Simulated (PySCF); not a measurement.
## Ionisation energy of Zn¹³⁺ by level of theory

Zn¹³⁺ [Ne] 3s2 3p5 (2P) → Zn¹⁴⁺ [Ne] 3s2 3p4 (3P), as a difference of total energies. Computed with PySCF 2.14 in an even-tempered Gaussian basis (17 s from 0.81 bohr⁻², ratio 2.5; 11 p from 1.1 bohr⁻², ratio 2.5; 5 d from 7 bohr⁻², ratio 2.7; 4 f from 11 bohr⁻², ratio 2.7), with the non-relativistic Hamiltonian (point nucleus). Correlated levels: outer shells: 1s2 frozen; virtual orbitals above 40 to 60 times the deepest correlated orbital energy dropped. The calculations carry no spin-orbit coupling.

```json
{"method": "UHF", "ionisation energy (eV)": "451.07"}
{"method": "LDA", "ionisation energy (eV)": "453.03"}
{"method": "PBE", "ionisation energy (eV)": "452.84"}
{"method": "PBE0", "ionisation energy (eV)": "452.85"}
{"method": "r2SCAN", "ionisation energy (eV)": "453.02"}
{"method": "TPSSh", "ionisation energy (eV)": "452.93"}
{"method": "BP86", "ionisation energy (eV)": "453.15"}
{"method": "MP2 (outer shells)", "ionisation energy (eV)": "452.00"}
{"method": "SCS-MP2 (outer shells)", "ionisation energy (eV)": "451.95"}
```

How much does correlation contribute at MP2 (outer shells)?

452.00 − (451.07) = 0.93 eV, measured against UHF.

A first-order spin-orbit estimate (lowest level to lowest level, LS coupling) adds -0.048 eV.

These non-relativistic numbers lack the scalar-relativistic shift.

For comparison: 453.4 ± 0.3 eV (semi-empirical (NIST evaluation); NIST Atomic Spectra Database, ionization energies).
